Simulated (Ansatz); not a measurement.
`OB[SiH2][SiH2]F`. Total charge 0; spin multiplicity 1. All single points use the PBE0-D4/def2-TZVP geometry. It is one conformer, not always the lowest.

```xyz
11

O     0.206   -2.042    0.945
B    -0.578   -1.049    1.397
Si   -0.575    0.820    0.565
Si    0.585    0.682   -1.469
F     1.425   -0.711   -1.357
H     0.756   -1.813    0.185
H    -1.278   -1.312    2.336
H    -1.949    1.346    0.325
H     0.126    1.785    1.462
H    -0.298    0.541   -2.655
H     1.580    1.753   -1.734
```

**Question.** What is the dipole moment at PBE/def2-TZVPP? (Estimate.)

**Answer.** Ansatz gave: 1.34 D, with components (-0.03, 1.13, -0.73) D in this frame, pointing from negative to positive charge.

**Question.** And with r2SCAN, B3LYP, ωB97M-V? (Estimate.)

**Answer.** Ansatz gave: r2SCAN 1.42 D, B3LYP 1.55 D, ωB97M-V 1.54 D.

**Question.** Give the Mulliken charges with PBE, r2SCAN, B3LYP in def2-TZVPP. (Estimate.)

**Answer.** Ansatz gave: 
| atom | PBE | r2SCAN | B3LYP |
| --- | --- | --- | --- |
| O1 | -0.20 | -0.26 | -0.23 |
| B2 | 0.11 | 0.14 | 0.12 |
| Si3 | -0.03 | 0.07 | 0.02 |
| Si4 | 0.40 | 0.47 | 0.46 |
| F5 | -0.30 | -0.35 | -0.35 |
| H6 | 0.22 | 0.23 | 0.22 |
| H7 | 0.00 | -0.01 | 0.02 |
| H8 | -0.04 | -0.07 | -0.06 |
| H9 | -0.04 | -0.06 | -0.06 |
| H10 | -0.06 | -0.08 | -0.07 |
| H11 | -0.06 | -0.08 | -0.07 |

B3LYP here is the variant with VWN-RPA as its local correlation; programs differ in this.
